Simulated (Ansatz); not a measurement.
```yaml
crystal:
  periodic: [false, false, false]
  atoms:
    - {symbol: Al, position_ang: [-0.258917, 1.701160, -0.268117]}
    - {symbol: B, position_ang: [-0.383102, -0.181468, 0.356765]}
    - {symbol: C, position_ang: [0.794803, -0.966003, 0.119126]}
    - {symbol: Cl, position_ang: [-0.405257, -1.979953, -0.909261]}
    - {symbol: H, position_ang: [-1.145478, 2.062786, -2.032069]}
    - {symbol: H, position_ang: [-0.469514, 3.033206, 0.462155]}
    - {symbol: H, position_ang: [-0.887423, -0.784470, 1.239970]}
    - {symbol: H, position_ang: [1.255875, -2.194099, 0.923779]}
    - {symbol: H, position_ang: [2.042811, -0.643553, -0.382558]}
basis:
  gaussian: {orbitals: def2-TZVP, fitting: {mean_field: cc-pVTZ-jkfit}}
magnetization: {spin_polarized: true, initial_magnetization: 0}
hamiltonian: {xc: {name: B3LYP}}
accuracy: high
```

```sh
$ ansatz run in.yaml --threads 2 --pin off --events-out ev --progress --plain --max-ram 4352MiB
```

Shortened log:

```
Functional definition: B3LYP
550 factors; integrals over basis functions are off by at most 3.5e-1 eV
mean field evaluation 1: about -20902.9236 eV, gradient 3.8e1 eV
mean field evaluation 2: about -20887.8766 eV, gradient 6.0e1 eV
mean field evaluation 4: about -20910.8653 eV, gradient 2.9e0 eV
mean field evaluation 8: about -20910.9155 eV, gradient 3.3e-2 eV
mean field evaluation 16: about -20910.9155 eV, gradient 5.5e-6 eV
mean field -20910.91553235 eV, -768.4619718862 hartree, gradient 4.4e-8 eV, S^2 0.000000; 0 other end points of the search recorded, 0 dependent functions left out
reference -20910.91557911 eV, -768.4619736048 hartree; 23, 23 occupied and 143, 143 virtual orbitals, 550 factors
Total energy: -20910.91557911 eV, -768.4619736048 hartree
```

Hardware: 2 threads of an Arm Neoverse V1 on a shared host. Wall time 11 s, peak host memory 0.36 GiB.
